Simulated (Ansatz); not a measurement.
(CdS)2 ring (Cd2S2). Total charge 0; singlet. Geometry relaxed at r2SCAN-D4/def2-SVP.

```xyz
4

Cd    0.640   -0.825    0.913
S    -1.689   -1.109    0.182
Cd   -0.640    0.825   -0.913
S     1.689    1.109   -0.182
```

In the def2 sets Cd takes a core potential; there is no spin–orbit coupling.

Problem. Estimate the harmonic wavenumbers at RKS r2SCAN-D4/def2-SVP (Ansatz, unscaled). Is this a minimum?

Solution. 103, 151, 209, 218, 350, 352 cm⁻¹. Yes, no mode is imaginary beyond noise. Zero-point energy 8.3 kJ/mol. It took 67 s on 2 threads of Arm Neoverse V2 on a shared host.
